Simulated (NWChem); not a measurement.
Program: NWChem. System: H2AlClO2, charge 1, spin multiplicity 2, at the geometry of a parent with another charge or spin, in a state set for the comparison that need not be this species' ground state. Its SCF solution wasn't tested for a lower state.

Input file:

```
start mol
memory heap 200 mb stack 900 mb global 1100 mb
charge 1
geometry units angstroms nocenter noautoz
  Al    -0.335378     0.246064     0.000000
  Cl     1.368801    -0.976529     0.000000
  O     -0.095360     1.919753     0.000000
  H     -0.799567     2.574249     0.000000
  O     -1.902517    -0.399506     0.000000
  H     -2.127132    -1.334069     0.000000
  symmetry group Cs
end
basis spherical
  * library sto-3g
end
dft
  xc b3lyp
  odft
  mult 2
  semidirect memsize 60000000 filesize 0
  iterations 100
end
task dft energy
```

The output up to the point where the run's verdict is printed (cleaned and shortened):

```
             Northwest Computational Chemistry Package (NWChem) 7.3.0
             --------------------------------------------------------

                                NWChem Input Module
                                -------------------

 Scaling coordinates for geometry "geometry" by  1.889725989
 (inverse scale =  0.529177249)

 Turning off AUTOSYM since
 SYMMETRY directive was detected!

                             Geometry "geometry" -> ""
                             -------------------------

 Output coordinates in angstroms (scale by  1.889725989 to convert to a.u.)

  No.       Tag          Charge          X              Y              Z
 ---- ---------------- ---------- -------------- -------------- --------------
    1 Al                  13.0000    -0.33537800     0.24606400     0.00000000
    2 Cl                  17.0000     1.36880100    -0.97652900     0.00000000
    3 O                    8.0000    -0.09536000     1.91975300     0.00000000
    4 H                    1.0000    -0.79956700     2.57424900     0.00000000
    5 O                    8.0000    -1.90251700    -0.39950600     0.00000000
    6 H                    1.0000    -2.12713200    -1.33406900     0.00000000

 Effective nuclear repulsion energy (a.u.)     198.0129225033

            Nuclear Dipole moment (a.u.)
            ----------------------------
        X                 Y               Z
 ---------------- ---------------- ----------------
    -0.0000226767    -0.0000094486     0.0000000000

      Symmetry information
      --------------------

 Group name             Cs
 Group number              2
 Group order               2
 No. of unique centers     6

      Symmetry unique atoms

     1    2    3    4    5    6


 Summary of "ao basis" -> "" (spherical)
 ------------------------------------------------------------------------------
       Tag                 Description            Shells   Functions and Types
 ---------------- ------------------------------  ------  ---------------------
 *                           sto-3g                   on all atoms

                                 NWChem DFT Module
[...]
 d= 0,ls=0.5,diis    75   -844.0917765301 -3.39D-06  4.96D-06  3.50D-05     5.9
                                                     9.56D-05  4.34D-05
 d= 0,ls=0.5,diis    76   -844.0917807133 -4.18D-06  3.92D-06  3.15D-05     6.0
                                                     9.18D-05  3.94D-05
 d= 0,ls=0.5,diis    77   -844.0917843008 -3.59D-06  2.18D-05  2.87D-05     6.0
                                                     1.06D-04  3.60D-05
 d= 0,ls=0.5,diis    78   -844.0917839433  3.58D-07  1.11D-05  3.12D-05     6.1
                                                     9.81D-05  3.88D-05
 d= 0,ls=0.5,diis    79   -844.0917855218 -1.58D-06  6.36D-06  3.06D-05     6.2
                                                     8.28D-05  3.82D-05
 d= 0,ls=0.5,diis    80   -844.0917896629 -4.14D-06  2.34D-06  2.65D-05     6.3
                                                     8.02D-05  3.37D-05
 d= 0,ls=0.5,diis    81   -844.0917927238 -3.06D-06  2.52D-06  2.38D-05     6.3
                                                     7.63D-05  3.07D-05
 d= 0,ls=0.5,diis    82   -844.0917955769 -2.85D-06  6.13D-06  2.13D-05     6.4
                                                     7.74D-05  2.79D-05
 d= 0,ls=0.5,diis    83   -844.0917971359 -1.56D-06  2.08D-06  2.05D-05     6.5
                                                     7.22D-05  2.69D-05
 d= 0,ls=0.5,diis    84   -844.0917994724 -2.34D-06  7.11D-06  1.85D-05     6.5
                                                     7.26D-05  2.45D-05
 d= 0,ls=0.5,diis    85   -844.0918007673 -1.29D-06  5.50D-06  1.80D-05     6.6
                                                     6.99D-05  2.36D-05
 d= 0,ls=0.5,diis    86   -844.0918020614 -1.29D-06  1.41D-05  1.73D-05     6.7
                                                     7.61D-05  2.27D-05
 d= 0,ls=0.5,diis    87   -844.0918018630  1.98D-07  4.20D-06  1.85D-05     6.8
                                                     7.05D-05  2.43D-05
 d= 0,ls=0.5,diis    88   -844.0918034963 -1.63D-06  1.09D-05  1.71D-05     6.8
                                                     5.49D-05  2.25D-05
 d= 0,ls=0.5,diis    89   -844.0918066176 -3.12D-06  9.97D-06  1.36D-05     6.9
                                                     4.88D-05  1.85D-05
 d= 0,ls=0.5,diis    90   -844.0918095525 -2.93D-06  9.01D-06  1.04D-05     7.0
                                                     5.47D-05  1.45D-05
 d= 0,ls=0.5,diis    91   -844.0918101647 -6.12D-07  2.71D-06  1.05D-05     7.1
                                                     5.01D-05  1.44D-05
 d= 0,ls=0.5,diis    92   -844.0918113758 -1.21D-06  1.06D-05  9.51D-06     7.1
                                                     5.28D-05  1.30D-05
 d= 0,ls=0.5,diis    93   -844.0918116241 -2.48D-07  1.91D-06  9.82D-06     7.2
                                                     4.80D-05  1.31D-05
 d= 0,ls=0.5,diis    94   -844.0918128739 -1.25D-06  1.02D-05  8.65D-06     7.3
                                                     5.16D-05  1.16D-05
 d= 0,ls=0.5,diis    95   -844.0918129562 -8.23D-08  3.80D-06  9.07D-06     7.3
                                                     4.73D-05  1.19D-05
 d= 0,ls=0.5,diis    96   -844.0918136673 -7.11D-07  2.16D-06  8.56D-06     7.4
                                                     4.48D-05  1.12D-05
 d= 0,ls=0.5,diis    97   -844.0918144795 -8.12D-07  1.45D-05  7.88D-06     7.5
                                                     5.35D-05  1.03D-05
 d= 0,ls=0.5,diis    98   -844.0918139102  5.69D-07  6.59D-06  9.07D-06     7.6
                                                     4.88D-05  1.17D-05
 d= 0,ls=0.5,diis    99   -844.0918141351 -2.25D-07  3.88D-06  9.07D-06     7.6
                                                     4.64D-05  1.17D-05
 d= 0,ls=0.5,diis   100   -844.0918146361 -5.01D-07  8.29D-06  8.67D-06     7.7
                                                     3.54D-05  1.12D-05
```

The run did not converge; its last values are not results. The next line reads: Calculation failed to converge. NWChem stopped with the message: dft energy failed.
